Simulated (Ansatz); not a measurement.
`[GeH3][TeH]` + `N[BH][Al]1[CH2][O]1` → `[TeH][Al]1[CH2][O]1` + `N[BH][GeH3]` at 298.15 K and 1 bar (redistribution).

Program: Ansatz. Geometries: PBE0-D4/def2-TZVP. ΔE: electronic, gas phase. CCSD(T)/CBS is the MP2 limit (def2-TZVPP, def2-QZVPP) plus CCSD(T) − MP2 in def2-TZVPP, frozen cores. Elements past krypton have def2 core potentials. For Ge, Te outer-core shells are correlated without core-valence functions, which leaves a few kJ/mol of doubt a bond. Scalar relativity is left out up to krypton. Each species was taken in one conformer, which may not be the lowest.

| species | CCSD(T)/CBS energy (Eh) | H − E (kJ/mol) | S (J/(mol·K)) |
| --- | --- | --- | --- |
| `[GeH3][TeH]` | -2346.24724 | 93.7 | 311.2 |
| `N[BH][Al]1[CH2][O]1` | -437.74917 | 205.1 | 350.4 |
| `[TeH][Al]1[CH2][O]1` | -624.77523 | 115.3 | 338.2 |
| `N[BH][GeH3]` | -2159.24602 | 183.3 | 308.5 |

H − E and S are ideal-gas, rigid-rotor, harmonic terms from PBE0-D4/def2-TZVP, for one conformer and one mirror image of each species. 1 Eh = 2625.50 kJ/mol, R = 8.31446 J/(mol·K).

Question: By hand: ΔE, ΔH, ΔS and ΔG.

Answer: ΔE = (-624.77523) + (-2159.24602) − (-2346.24724) − (-437.74917) = -0.02484 Eh = -65.2 kJ/mol. Δ(H − E) = 115.3 + 183.3 − 93.7 − 205.1 = -0.2, so ΔH = -65.4 kJ/mol. ΔS = 338.2 + 308.5 − 311.2 − 350.4 = -14.9 J/(mol·K). ΔG = -65.4 − 298.15 × (-14.9)/1000 = -61.0 kJ/mol.

Question: By hand: the equilibrium constant, and the temperature at which ΔG would vanish if ΔH and ΔS stayed fixed.

Answer: log₁₀ K = −ΔG/(RT ln 10) = 10.7. ΔG = 0 at ΔH/ΔS = 4389 K, far beyond where these terms or the molecules hold.

The number of gas molecules stays the same, so ΔS is small and ΔH decides. A doubt of 5 kJ/mol in ΔE shifts log₁₀ K by 0.9 here. Other conformers and mirror images would add mixing entropy, several J/(mol·K) or more a flexible species. Modes under 60 cm⁻¹, often nearly free rotors, make the harmonic entropy too high. These are equilibria of isolated gas molecules and say nothing of rates. Largest T1 diagnostic: 0.017 (customary marks: 0.02 for closed shells, 0.045 for open ones).
